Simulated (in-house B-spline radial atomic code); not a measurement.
Configurations of K4+, with energies counted from [Ne] 3s2 (3p1/2)2 (3p3/2)1. Level of theory: Dirac-Hartree-Fock, average of each configuration as written, Fermi nucleus of rms radius 3.4349 fm; calculated with an all-electron radial atomic-structure program (B-spline basis). Energies include first-order Breit, QED and recoil terms.

Occupations are held fixed; configurations that lie above the ionisation limit could autoionise.

```tsv
configuration	E - E(ref) (eV)	highest orbital	its <r> (bohr)
[Ne] 3s2 (3p1/2)1 (3p3/2)2	-0.33731	3p3/2	1.25
[Ne] 3s2 (3p1/2)2 4s1	40.212	4s1/2	2.673
[Ne] 3s2 (3p3/2)2 (7d5/2)1	71.657	7d5/2	12.73
[Ne] 3s1 (3p1/2)2 (3p3/2)1 (5g9/2)1	84.72	5g9/2	5.489
[Ne] 3s1 (3p1/2)1 (3p3/2)2 (7d3/2)1	90.334	7d3/2	12.72
```

Q: Order these further configurations by energy, lowest first.
A. [Ne] 3s2 (3p3/2)2 (7g7/2)1
B. [Ne] 3s2 (3p1/2)2 (6p3/2)1
C. [Ne] 3s2 (3p1/2)2 (6d3/2)1
D. [Ne] 3s2 (3p1/2)2 (5d5/2)1
E. [He] 2s2 (2p1/2)1 (2p3/2)4 3s2 (3p1/2)2 (3p3/2)1 (4f7/2)1

A: D (63.655 eV), B (66.865 eV), C (68.659 eV), A (72.371 eV), E (350.3 eV).

Q: Is the reference the lowest configuration at this level of theory?

A: No: [Ne] 3s2 (3p1/2)1 (3p3/2)2 lies 0.3373 eV lower. Averages of configurations without correlation can order differently from the measured ground levels.
